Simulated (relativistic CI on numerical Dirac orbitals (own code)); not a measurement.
# Forbidden transitions in Tm LIII

Calculated at this level of theory: Dirac-Coulomb-Breit CI, separate exchange-only KLI orbitals for each configuration, a model potential for QED, unscaled Slater integrals (own radial code, finite nucleus).

Configuration list (outside the closed core [Ne]): 3s2 3p5, 3s 3p6, 3s2 3p4 3d, 3s 3p5 3d, 3p6 3d, 3s 3p4 3d2, 3s2 3p3 3d 4p, 3p6 4s, 3s 3p4 3d 4s, 3s2 3p4 4s, 3p6 4p, 3s2 3p4 4p, 3s2 3p4 4d, 3p5 3d 4p, 3s 3p5 4s, 3s2 3p4 4f, 3s 3p5 4p, 3s 3p5 4d, 3s 3p5 4f, 3s2 3p4 5s, 3s2 3p4 5p, 3s2 3p3 4s 4p, 3s2 3p4 5d, 3s2 3p4 5f, 3s2 3p4 5g, 3s 3p4 4s2, 3s 3p5 5s, 3s 3p5 5p, 3s2 3p3 3d2, 3s2 3p2 3d3, 3s 3p3 3d3, 3s2 3p2 3d2 4s, 3s2 3p2 3d2 4p, 3s2 3p2 3d2 4d, 3p5 3d2, 3p4 3d3, 3p4 3d2 4s, 3p4 3d2 4p, 3p4 3d2 4d, 3s2 3p3 3d 4s, 3s 3p3 3d2 4s, 3s2 3p2 3d 4s2, 3s2 3p2 3d 4s 4p, 3s2 3p2 3d 4s 4d, 3p5 3d 4s, 3p4 3d 4s2, 3p4 3d 4s 4p, 3p4 3d 4s 4d, 3s2 3p3 4s2, 3s 3p3 3d 4s2, 3s2 3p2 4s2 4p, 3s2 3p2 4s2 4d, 3s2 3p3 4p2, 3s2 3p2 3d 4p2, 3s 3p3 3d 4p2, 3s2 3p2 4s 4p2, 3s2 3p2 4p3, 3s2 3p2 4p2 4d. Double excitations out of closed p, d and f shells are left out; levels of such configurations are missing from the list, as are those of other unlisted configurations, and high levels can miss mixing partners. These lack a partner that the ground configuration has and come out too high: 3s2 3p4 4f, 3s 3p5 4p, 3s 3p5 4d, 3s 3p5 4f, 3s2 3p4 5s.

```
λ vac (Å)                      Lower                       Upper  Type   A (s⁻¹)        gf  Branching (%)
   45.246        3s2 3p5 2P°_3/2 [1]       3s2 3p4 3d 2F_7/2 [8]    M2  2.07e+04  5.08e-08            2.3
   46.089      3s2 3p4 3d 2F_7/2 [8]      3s2 3p4 3d 2F_7/2 [44]    M1  1.58e+07  4.03e-05           17.2
   46.199     3s2 3p4 3d 4D_7/2 [33]     3s2 3p4 3d 2D_5/2 [119]    M1  1.27e+08  2.43e-04            2.1
   46.481      3s2 3p4 3d 4F_9/2 [9]      3s2 3p4 3d 2F_7/2 [44]    M1  5.01e+07  1.30e-04           54.6
   48.710      3s2 3p4 3d 2F_7/2 [8]      3s2 3p4 3d 2F_5/2 [38]    M1  9.18e+07  1.96e-04           39.6
   48.738      3s2 3p4 3d 2F_7/2 [8]      3s2 3p4 3d 2G_9/2 [37]    M1  1.34e+07  4.77e-05           17.5
   49.176      3s2 3p4 3d 4F_9/2 [9]      3s2 3p4 3d 2G_9/2 [37]    M1  5.80e+07  2.10e-04           75.6
   49.235      3s2 3p4 3d 4D_5/2 [3]      3s2 3p4 3d 2G_7/2 [23]    M1  9.51e+06  2.77e-05           13.3
   49.878        3s2 3p5 2P°_3/2 [1]         3s2 3p5 2P°_1/2 [7]    M1  1.41e+08  1.05e-04           96.5
   50.039      3s2 3p4 3d 2F_7/2 [5]      3s2 3p4 3d 2G_7/2 [23]    M1  5.88e+07  1.77e-04           82.0
   50.871  3s2 3p3 3d2 4G°_11/2 [34]  3s2 3p3 3d2 2I°_13/2 [106]    E2  1.02e+06  5.54e-06            4.5
   50.871  3s2 3p3 3d2 4G°_11/2 [34]  3s2 3p3 3d2 2I°_13/2 [106]    M1  2.12e+07  1.15e-04           92.7
   51.134      3s2 3p4 3d 4D_5/2 [3]      3s2 3p4 3d 4D_3/2 [20]    M1  9.48e+07  1.49e-04            4.3
   51.216      3s2 3p4 3d 2F_7/2 [8]      3s2 3p4 3d 4D_7/2 [33]    M1  4.12e+07  1.30e-04           28.5
   51.615     3s2 3p4 3d 2D_5/2 [11]      3s2 3p4 3d 2F_7/2 [44]    M1  1.36e+07  4.34e-05           14.8
   51.699      3s2 3p4 3d 4F_9/2 [9]      3s2 3p4 3d 4D_7/2 [33]    M1  5.68e+07  1.82e-04           39.2
   52.874  3s2 3p3 3d2 4G°_11/2 [49]  3s2 3p3 3d2 4H°_13/2 [135]    E2  8.02e+05  4.71e-06            3.2
   52.874  3s2 3p3 3d2 4G°_11/2 [49]  3s2 3p3 3d2 4H°_13/2 [135]    M1  2.14e+07  1.26e-04           86.2
   53.763     3s2 3p4 3d 2D_5/2 [13]      3s2 3p4 3d 2F_7/2 [44]    M1  4.88e+06  1.69e-05            5.3
   54.924     3s2 3p4 3d 2D_5/2 [11]      3s2 3p4 3d 2F_5/2 [38]    M1  4.56e+07  1.24e-04           19.7
   55.125        3s2 3p5 2P°_3/2 [1]       3s2 3p4 3d 2F_7/2 [5]    M2  5.01e+01  1.83e-10           16.3
   58.131     3s2 3p4 3d 2D_5/2 [11]      3s2 3p4 3d 4D_7/2 [33]    M1  1.09e+07  4.43e-05            7.5
   60.869     3s2 3p4 3d 2D_5/2 [13]      3s2 3p4 3d 4D_7/2 [33]    M1  3.22e+07  1.43e-04           22.2
   151.28      3s2 3p4 3d 4D_5/2 [3]      3s2 3p4 3d 2D_5/2 [11]    M1  3.17e+05  6.53e-06            3.5
   194.95  3s2 3p3 3d2 4H°_11/2 [92]  3s2 3p3 3d2 4H°_13/2 [135]    M1  1.17e+06  9.33e-05            4.7
   204.85      3s2 3p4 3d 2D_3/2 [6]      3s2 3p4 3d 2D_5/2 [11]    M1  1.13e+06  4.26e-05           12.4
   233.25      3s2 3p4 3d 4D_5/2 [3]       3s2 3p4 3d 2F_7/2 [8]    M1  6.68e+05  4.36e-05           73.4
   241.32      3s2 3p4 3d 2F_7/2 [5]       3s2 3p4 3d 4F_9/2 [9]    M1  8.07e+05  7.05e-05          100.0
   252.46      3s2 3p4 3d 2F_7/2 [5]       3s2 3p4 3d 2F_7/2 [8]    M1  2.21e+05  1.69e-05           24.3
   3066.2      3s2 3p4 3d 4D_5/2 [3]       3s2 3p4 3d 2F_7/2 [5]    M1  2.53e+02  2.86e-06           82.4
```

Terms are leading LS components. Brackets give the number of a level in order of energy, since labels repeat. The list gives strong lines, with weight on those to low levels, among the lowest 400 of 10102 levels, so that lines to higher ones, which can be the strongest, are missing. Levels whose partners in the same complex of configurations lie outside the list can be far off, and so can their lines. Rates are taken at the computed energies, electric ones in the length gauge.

At this charge energies of transitions that change n are usually good to better than 1 %, and those within a shell (Δn = 0) to a few per cent.

LS names give the leading component of a level, which can be under half, so a name can repeat, a term be missing and a line seem to break the LS rules.
